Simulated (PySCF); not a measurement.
Do core-level shifts follow atomic charges?

Compound: C₇H₁₃NSi.
Cartesian coordinates in Å at the PBE0-D3(BJ)/def2-SVP level; atoms count from 1:
```xyz
22
C7H13NSi angstrom
C      3.6005   -0.9987   -0.9512
C      2.6349   -0.1285   -0.6136
C      2.6709    1.3354   -0.9102
C      1.4524   -0.6411    0.0989
N      0.4933    0.1101    0.4602
Si    -0.9444   -0.4322    1.2980
C     -2.4591    0.1189    0.3386
C     -2.2963    0.8403   -0.7787
C     -3.8098   -0.2757    0.8631
H      3.5094   -2.0610   -0.7041
H      4.5042   -0.6829   -1.4788
H      2.5609    1.9156    0.0185
H      1.8158    1.6180   -1.5438
H      3.6029    1.6247   -1.4137
H      1.4722   -1.7373    0.2925
H     -0.9636   -1.9284    1.4669
H     -0.9507    0.1768    2.6643
H     -1.3008    1.1219   -1.1356
H     -3.1555    1.1814   -1.3704
H     -3.9637    0.0942    1.8912
H     -3.9169   -1.3728    0.9082
H     -4.6228    0.1201    0.2347
```

Binding energies: PySCF, delta-SCF UKS SCAN, pcX-2 on the ionised atom, pcseg-1 elsewhere, spin-free X2C. Charges: PBE0/pcSseg-1 ground-state density, for the ionised atom.

| atom | environment | C 1s (eV) | Mulliken (e) | IAO (e) | Hirshfeld (e) | ESP (e) |
| --- | --- | --- | --- | --- | --- | --- |
| C8 | terminal =CH2 carbon | 289.76 | -0.110 | -0.293 | -0.098 | -0.505 |
| C7 | fully substituted alkene carbon | 289.84 | -0.586 | -0.259 | -0.084 | +0.117 |
| C1 | terminal =CH2 carbon | 290.11 | -0.060 | -0.293 | -0.083 | -0.612 |
| C9 | allylic carbon | 290.64 | -0.202 | -0.411 | -0.115 | -0.457 |
| C3 | allylic carbon | 290.67 | -0.131 | -0.417 | -0.118 | -0.475 |
| C2 | fully substituted alkene carbon | 290.74 | -0.446 | +0.009 | +0.006 | +0.239 |
| C4 | C=N carbon | 291.66 | +0.213 | +0.063 | +0.059 | +0.298 |

Question: Give the correlation coefficient and slope of binding energy on charge for each scheme.

Answer: Hirshfeld: r = 0.71, slope 6.9 eV per e; IAO: r = 0.57, slope 2.0 eV per e; Mulliken: r = 0.55, slope 1.4 eV per e; ESP: r = 0.50, slope 0.8 eV per e. Hirshfeld charges have the highest r, on only 7 points.

Question: The point-charge model writes a binding energy as kq + V + constant, with V the potential of the other atoms' charges at the site. What does it give with the IAO charges?

Answer: V = Σ 14.40 eV Å × q/r over all other atoms: +2.16 eV at C8, +0.83 eV at C7, +3.64 eV at C1, +4.55 eV at C9, +5.07 eV at C3, -2.65 eV at C2, -2.99 eV at C4. Fitting binding energy − V to q gives k = 18.7 eV per e and leaves an rms residual of 0.58 eV, against 0.50 eV for the fit on q alone. The model has no term for differences in relaxation between sites.

The unrestricted hole states depart most from a pure doublet (⟨S²⟩ = 0.75; over 0.85 named) for C 1s of C2 (0.89) and C 1s of C4 (0.91), which makes these values less certain. The structure is a single PBE0-D3(BJ)/def2-SVP conformer in the gas phase; no vibrational or solvent corrections.
